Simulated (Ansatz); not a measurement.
Ansatz results at the PBE0-D4/def2-TZVP geometry: HOMO–LUMO gap (PBE/def2-TZVPP) 4.10 eV; size of the dipole moment (PBE/def2-TZVPP) 2.10 D; HOMO–LUMO gap (ωB97M-V/def2-TZVPP) 9.95 eV.

Each molecule was computed in one conformer, which needn't be the lowest.

**Question.** Which molecule gave them?
A. `C=C(Cl)[SiH2][AlH2]`
B. `BO[SiH2]C`
C. `C[SiH](N)BF`
D. `[Cl][Al]1[CH2]C[SiH2]1`

**Answer.** A. The others give `BO[SiH2]C`: 5.31, 1.66, 12.01; `[Cl][Al]1[CH2]C[SiH2]1`: 3.56, 1.43, 9.06; `C[SiH](N)BF`: 3.34, 1.92, 9.96.
